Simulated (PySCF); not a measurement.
**BeGe: one state, many levels of theory**

State: ³Σ⁻ (triplet), unpaired electrons π ↑↑. Set-up: basis Be pcseg-1, Ge pcseg-1; no relativity; PySCF 2.14. De refers to Be + Ge in their high-spin ground configurations, without counterpoise correction. The functionals are run spin-unrestricted. A positive dipole means Be(−)Ge(+). Levels whose curve was spin-contaminated or gave no clean fit are not listed.

| Level | Re (Å) | ωe (cm⁻¹) | De (eV) | μ (D) | CPU s a point (SCF and correlation, without the integrals) |
| --- | --- | --- | --- | --- | --- |
| UHF | 2.260 | 358 | 0.350 | -3.00 | 0.13 |
| UHF-MP2 | 2.184 | 542 | 0.95 | n/a | 0.18 |
| UHF-SCS-MP2 | 2.202 | 498 | 0.75 | n/a | n/a |
| UHF-CCSD | 2.259 | 422 | 0.67 | n/a | n/a |
| UHF-CCSD(T) | 2.243 | 451 | 0.82 | n/a | 1.6 |
| PBE | 2.174 | 515 | 1.65 | -1.65 | 0.49 |
| r²SCAN | 2.154 | 515 | 1.67 | -2.07 | 1.5 |
| PBE0 | 2.173 | 506 | 1.44 | -1.95 | 0.75 |
| B97-3 | 2.179 | 499 | 1.28 | -2.00 | 0.43 |
| M06 | 2.166 | 506 | 1.32 | -1.91 | 0.75 |

The bond length runs from 2.154 Å (r²SCAN) to 2.260 Å (UHF). De spans 0.35 eV (UHF, mean field) to 1.67 eV (r²SCAN, meta-GGA). Correlation at CCSD(T) changes the Hartree–Fock bond energy by +0.47 eV; the triples alone change it by +0.15 eV.

Correlated steps freeze 9 core orbitals. Correlated levels converge slowly with the basis: in double zeta they bind strong bonds too weakly, by up to about 1 eV, and carry superposition errors of some tenths. Spin–orbit coupling is left out. The state is the lowest determinant that a PBE0 search found; another state may lie lower at other levels.

The whole job (state search and all levels along the bond) took about 1.6 min on 1 thread of Arm Neoverse V1 (shared host), peak memory 0.43 GiB.
